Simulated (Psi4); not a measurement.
ketene (C2H2O), singlet, geometry from GFN2-xTB. Base run: PBE0/6-31G (Psi4 1.11).

Psi4 was given this input:
```
memory 2 GB

molecule mol {
0 1
C    -0.011482    0.021363   -1.191901
C     0.000930   -0.001730    0.096497
H     0.002496    0.948264   -1.730061
H    -0.036141   -0.885664   -1.762560
O     0.012120   -0.022550    1.258131
}

set {
  basis 6-31g
  reference rks
}

energy('pbe0')
print_variables()
```

Variants of this job, named by their change:

```tsv
change	ΔE vs base (µEh)	SCF cycles	grid points	basis functions
base	0.0	8	107343	31
soscf = true	0.0	6	107343	31
d_convergence = 1e-4	0.0	7	107343	31
dft_nuclear_scheme = stratmann	-0.6	8	100631	31
dft_spherical_points = 974	-0.2	8	345895	31
dft_nuclear_scheme = becke	0.6	8	106919	31
damping_percentage = 50	-1.3	48	107343	31
scf_type = direct	-30.1	10	107343	31
dft_spherical_points = 194	-0.8	8	69063	31
dft_pruning_scheme = treutler	3.4	8	59181	31
level_shift = 1.0	0.0	8	107343	31
dft_radial_scheme = mura	0.1	8	108566	31
scf_type = dfdirj+link	-43.7	8	107343	31
```
